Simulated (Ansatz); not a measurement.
`F[SiH2][NH][AlH2]`, 9 atoms. The species carries charge 0 and has multiplicity 1. All runs use 2 threads of an Arm Neoverse V2 on a shared host. Correlated methods freeze the cores.

Q: How many basis functions does each run have, and how long does it take in Ansatz? RHF-CCSD(T)/def2-SVP energy; RKS revPBE-D4/def2-TZVPP energy; RKS ωB97M-V/def2-QZVPP energy; RHF-CCSD(T)/def2-TZVPP energy; RKS PBE0-D4/def2-TZVPP energy; RKS PBE0-D4/def2-SVP energy; RKS ωB97M-V/def2-SVP energy; RKS LC-ωPBE/def2-TZVPP energy; RKS PBE-QIDH (frozen core)/def2-TZVPP energy; RKS PBE0-D4/def2-TZVP frequencies; direct RPA on PBE orbitals/def2-TZVPP energy; RKS PBE0-D4/def2-QZVPP energy. (Estimate.)

A: Computed: Other jobs shared the machine, so times are rough.

| level | job | functions | wall time | peak host memory (GiB) |
| --- | --- | --- | --- | --- |
| RKS PBE0-D4/def2-SVP | energy | 89 | 1.2 s | 0.4 |
| RKS revPBE-D4/def2-TZVPP | energy | 216 | 2.1 s | 0.25 |
| RHF-CCSD(T)/def2-SVP | energy | 89 | 2.4 s | 0.4 |
| RKS LC-ωPBE/def2-TZVPP | energy | 216 | 2.5 s | 0.4 |
| RKS PBE0-D4/def2-TZVPP | energy | 216 | 2.9 s | 0.45 |
| direct RPA on PBE orbitals/def2-TZVPP | energy | 216 | 4.9 s | 0.41 |
| RKS PBE-QIDH (frozen core)/def2-TZVPP | energy | 216 | 5.5 s | 0.47 |
| RKS ωB97M-V/def2-SVP | energy | 89 | 6 s | 0.4 |
| RKS PBE0-D4/def2-QZVPP | energy | 404 | 8.5 s | 1.1 |
| RKS ωB97M-V/def2-QZVPP | energy | 404 | 18 s | 1.4 |
| RHF-CCSD(T)/def2-TZVPP | energy | 216 | 66 s | 3 |
| RKS PBE0-D4/def2-TZVP | frequencies | 166 | 100 s | 0.4 |

LC-ωPBE has ω = 0.4 bohr⁻¹.
